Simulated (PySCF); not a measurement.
C₂H₈AlNO, SMILES [OH][Al]([NH]C)[CH3].

The structure is a stationary point at B3LYP-D3(BJ)/def2-SVP. The structure was generated by enumeration; whether it is a known compound was not checked. One conformer was computed; it need not be the lowest.

Vertical ionisation energy (IE) and electron affinity (EA) in eV. Rows of orbital energies are one-electron estimates. Where ΔSCF, EOM or ADC give a negative EA the extra electron is unbound and the value depends on the basis.

| level | IE | EA |
|---|---|---|
| −ε(HOMO), −ε(LUMO), CAM-B3LYP/def2-TZVP (PySCF) | 8.03 | -0.94 |
| −ε(HOMO), −ε(LUMO), PBE/def2-TZVP (PySCF) | 5.26 | 0.67 |
